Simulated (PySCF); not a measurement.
C₆H₁₃PS.
SMILES with atom numbers: `[CH2:1]=[CH:2][P@H:3](=[S:4])[C:5]([CH3:6])([CH3:7])[CH3:8]` (hydrogens: H9, H10 on C1; H11 on C2; H12 on P3; H13, H14, H15 on C6; H16, H17, H18 on C7; H19, H20, H21 on C8)

Torsions of this conformer, `[CH2:1]=[CH:2][P@H:3](=[S:4])[C:5]([CH3:6])([CH3:7])[CH3:8]`: C1–C2–P3–S4 6°, C2–P3–C5–C6 -53°.

The closed-shell ground state was solved at several levels (PySCF, density fitting, gas phase, non-relativistic). Isolated species at its PBE0-D3(BJ)/def2-SVP geometry (one conformer only).

| level | basis functions | HOMO (eV) | LUMO (eV) | gap (eV) | dipole (D) |
| --- | --- | --- | --- | --- | --- |
| PBE0/pcSseg-1 | 215 | -6.46 | -0.91 | 5.55 | 4.45 |
| PBE/pcSseg-1 | 215 | -5.33 | -1.89 | 3.44 | 4.22 |

Problem. Estimate the row for B3LYP/def2-SVPD, a basis of 275 functions; the other rows only guide the guess.

Solution. HOMO -6.21 eV, LUMO -1.16 eV, gap 5.05 eV, dipole 4.40 D.

Problem. Over all these levels, which gives the widest orbital gap and which the narrowest?

Solution. PBE0/pcSseg-1 (global hybrid, 25 % exact exchange) has the widest, 5.55 eV, and PBE/pcSseg-1 (GGA) the narrowest, 3.44 eV. The two share the basis. From the narrowest to the widest the HOMO moves by -1.13 eV and the LUMO by +0.98 eV.

Problem. How far do the dipole and the HOMO energy spread over the levels?

Solution. The dipole runs from 4.22 to 4.45 D (mean 4.36 D) and the HOMO from -6.46 to -5.33 eV.
